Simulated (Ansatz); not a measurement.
The same path of ClF3Zr + H2 (7 atoms, charge 0, multiplicity 1) was run twice with different band settings. Lost on the way: H6–H7. Made: Zr1–H6, F2–H7.

The calculation used RKS PBE0-D4/def2-mTZVP in Ansatz.

Relaxed end points:

```xyz
7
Properties=species:S:1:pos:R:3
Zr -0.177 -0.181 -0.028
F -0.361 -0.331 1.856
F 1.652 -0.069 -0.520
Cl -1.392 1.657 -0.855
F -0.885 -1.759 -0.802
H 1.270 2.328 1.131
H 1.032 2.033 1.776
```

```xyz
7
Properties=species:S:1:pos:R:3
Zr -0.041 0.470 -0.221
F 0.944 -0.090 1.948
F 1.697 -0.029 -0.802
Cl -1.050 1.584 -2.022
F -1.239 -0.909 0.300
H -0.032 1.920 0.966
H 0.860 0.731 2.389
```

Common settings: spring 5.0 eV/Å²; optimiser quadratic models (default); start path through a guess of the saddle point; force threshold 0.05 eV/Å; iteration limit 60; end points relaxed.

| run | movable images | climbing image |
| --- | --- | --- |
| 1 | 9 | yes |
| 2 | 2 | no |

What does each run give, and how far can it be trusted?

Run 1: converged after 16 iterations, highest image 1.754 eV above the first end. A vibrational analysis at the climbing image gives one clearly imaginary mode, 283i cm⁻¹: a first-order saddle point.
Run 2: converged after 18 iterations, highest image 1.711 eV above the first end. The highest image is an end point: on this band no image between the ends rises above it. So few images can step over the top or miss a turn of the path.
The orbitals stay closed-shell, which can raise the energy where a bond breaks towards radicals; this wasn't checked here.
